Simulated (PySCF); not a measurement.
SMILES [SiH3][O][In]([Cl])[Cl], PBE0/def2-SVP optimised geometry.

```
8

In    -0.85    -1.61     2.16
Cl    -0.82    -2.72     4.19
Cl    -2.87    -1.17     1.08
O      0.86    -1.06     1.35
Si     1.37    -0.25     0.00
H      0.89    -0.91    -1.25
H      2.87    -0.25     0.00
H      0.89     1.17     0.00
```

Density from PBE0/def2-TZVP, def2 effective core potentials past Kr (PySCF) at that geometry. The core electrons that the potentials of In replace are not part of the density.

Minimum of the electron density along straight lines between bonded atoms, close to the bond critical point (lines longer than 1.1 times the sum of covalent radii, or with two minima, are not listed):

```json
[
 {"bond": "In1–Cl2", "length / Å": "2.317", "ρ at the minimum / e bohr⁻³": "0.088", "∇²ρ there / e bohr⁻⁵": "0.21", "position (fraction from the first atom)": "0.48"},
 {"bond": "In1–Cl3", "length / Å": "2.325", "ρ at the minimum / e bohr⁻³": "0.087", "∇²ρ there / e bohr⁻⁵": "0.21", "position (fraction from the first atom)": "0.48"},
 {"bond": "In1–O4", "length / Å": "1.969", "ρ at the minimum / e bohr⁻³": "0.116", "∇²ρ there / e bohr⁻⁵": "…", "position (fraction from the first atom)": "0.52"},
 {"bond": "O4–Si5", "length / Å": "1.661", "ρ at the minimum / e bohr⁻³": "…", "∇²ρ there / e bohr⁻⁵": "…", "position (fraction from the first atom)": "0.59"},
 {"bond": "Si5–H6", "length / Å": "1.497", "ρ at the minimum / e bohr⁻³": "0.120", "∇²ρ there / e bohr⁻⁵": "0.14", "position (fraction from the first atom)": "0.49"},
 {"bond": "Si5–H7", "length / Å": "1.492", "ρ at the minimum / e bohr⁻³": "0.122", "∇²ρ there / e bohr⁻⁵": "0.14", "position (fraction from the first atom)": "0.49"},
 {"bond": "Si5–H8", "length / Å": "1.497", "ρ at the minimum / e bohr⁻³": "0.120", "∇²ρ there / e bohr⁻⁵": "0.14", "position (fraction from the first atom)": "0.49"}
]
```

### Question
Fill in the missing entries.

### Answer

- In1–O4, ∇²ρ there / e bohr⁻⁵: 0.53
- O4–Si5, ρ at the minimum / e bohr⁻³: 0.131
- O4–Si5, ∇²ρ there / e bohr⁻⁵: 0.78
